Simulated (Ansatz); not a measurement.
`[SiH3][SiH2][NH][GeH3]`, relaxed with RKS PBE-D4/def2-SVP in the Gaussian-basis code of Ansatz from a rough embedded geometry. The force threshold is 0.03 eV/Å; the program also tests the step.

The species carries charge 0 and has multiplicity 1.

Start:

```xyz
13

Si    0.143    0.464    2.440
Si   -0.564    0.265    0.374
N     0.699   -0.533   -0.560
Ge    0.172   -0.728   -2.323
H     0.390   -0.811    3.061
H    -0.928    1.181    3.282
H     1.369    1.284    2.517
H    -1.755   -0.558    0.363
H    -0.844    1.553   -0.179
H     1.532    0.055   -0.575
H    -0.207    0.717   -2.874
H     1.205   -1.387   -3.190
H    -1.211   -1.503   -2.335
```

Q: How much energy does the relaxation release, and in how many steps? (Best estimate.)

A: Computed: 0.57 eV, in 11 steps.

Q: Which bonds change most? (An estimate is asked.)

A: Computed: Si1–Si2 from 2.193 to 2.356 Å; Si2–H9 from 1.429 to 1.515 Å; Si1–H5 from 1.440 to 1.507 Å; Si2–H8 from 1.448 to 1.507 Å.

Q: Give the relaxed structure. (Estimate.)

A: Computed: 
```xyz
13

Si    0.199    0.378    2.547
Si   -0.732    0.523    0.387
N     0.477   -0.026   -0.758
Ge    0.187   -0.789   -2.428
H     0.462   -1.057    2.921
H    -0.696    0.996    3.591
H     1.518    1.111    2.567
H    -1.924   -0.389    0.254
H    -1.234    1.935    0.167
H     1.421    0.354   -0.632
H    -0.021    0.276   -3.547
H     1.429   -1.653   -2.773
H    -1.087   -1.659   -2.295
```
